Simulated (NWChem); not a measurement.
Species: NbN2H3F2; SMILES [NH]=[Nb]([NH2])([F])[F]

```xyz
8

Nb     0.0000    -0.0326    -0.0311
N     -0.0005     0.5082    -1.6822
H     -0.0006     0.6950    -2.6801
F     -1.5483    -1.0357     0.3477
F      1.5505    -1.0324     0.3478
N     -0.0018     1.6369     0.9801
H     -0.0028     2.5835     0.6131
H     -0.0019     1.6557     1.9994
```
Atoms are numbered in this order, from 1.

Results from NWChem. Medium grid unless said otherwise, to which SCAN and Minnesota functionals are sensitive. Coordinates come from a PBE0/def2-SVP optimisation. No frequency run checked for a minimum. def2 effective core potentials on Nb; no spin-orbit coupling. Hybrids' shares of exact exchange are those that their runs print; pure functionals count as 0. The functionals differ in more than this share.

```
row              share of exact exchange  orbital gap (eV)
---------------  -----------------------  ----------------
PBE/def2-SVP                        0.00              4.77
BLYP/def2-SVP                       0.00              4.72
B3LYP/def2-SVP                      0.20          withheld
MN15/def2-SVP                       0.44              8.43
M06-2X/def2-SVP                     0.54              9.37
```

### Question
Fit a straight line of the last column on the one before it, predict the withheld value, and compare with the run.

### Answer

1. Means of the 4 shown rows: x = 0.245, y = 6.822. Slope Σ(x − x̄)(y − ȳ)/Σ(x − x̄)² = 2.083/0.2451 = 8.498; intercept 4.740.
2. The shown rows scatter about the line by 0.037 (root mean square); the largest residual is -0.05, at MN15/def2-SVP.
3. At x = 0.20 (B3LYP/def2-SVP; inside the shown range) the line gives 6.44.
4. The run gives 6.55, +0.11 from the line, 3.0 times the scatter.
